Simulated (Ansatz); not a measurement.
B4H⁺ (the lowest singlet isomer of a short search) was relaxed with r2SCAN-D4 (def2-TZVP) in Ansatz in these states: charge +1 quintet, charge +1 triplet. The geometries follow in no particular order.

A:

```tsv
atom	x (Å)	y (Å)	z (Å)
B1	0.383	-1.955	-0.281
B2	0.637	-0.527	0.460
B3	-0.052	0.906	0.256
B4	-0.621	-0.463	-0.783
H5	-0.346	2.040	0.348
```

B:

```xyz
5

B    -0.478   -1.412   -1.197
B    -0.657    0.087   -0.695
B     0.226    0.667    0.566
B     0.390   -0.877    0.024
H     0.519    1.535    1.302
```

Judge from the bond lengths which geometry belongs to which state (an estimate).

A is the charge +1 quintet (B1–B4 1.867 Å, B2–B4 1.770 Å, B3–B4 1.810 Å); B is the charge +1 triplet (B1–B4 1.591 Å, B2–B4 1.595 Å, B3–B4 1.645 Å).

At PBE0-D4/def2-TZVP a triplet lies 1.71 eV below the charge +1 quintet. These are the stationary points nearest to one start from a short search; other shapes may lie lower in each state.
